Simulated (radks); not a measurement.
The numbers below are computed, except where a source is named.
Q: The mean radii <r> (bohr) of the occupied orbitals of an atom or ion are listed with their occupations. Code: a radial shooting solver on a logarithmic mesh with Libxc functionals. Model: scalar-relativistic Kohn-Sham, LDA (Slater exchange, Perdew-Wang correlation), spin-polarised, spherical densities, finite nucleus; Fermi nuclear charge, rms radius of each element as measured or else 0.836 A^(1/3) + 0.57 fm.

orbital  occ.     <r>
1s up       1  0.2731
1s down     1  0.2722
2s up       1   1.564
2s down     1   1.629
2p up       2   1.735

Name the element and its charge. Open shells, if any, are filled with parallel spins first.

A: Z = 6, carbon, charge 0: C in [He] 2s2 2p2. The 1s radius gives Z: for a bare nucleus <r> = (2 gamma + 1)/(2Z) with gamma = sqrt(1 - (Z/c)^2), 0.2498 bohr for Z = 6, and screening makes it slightly larger (0.2731 here). The occupations add up to 6, and the charge is Z minus that.
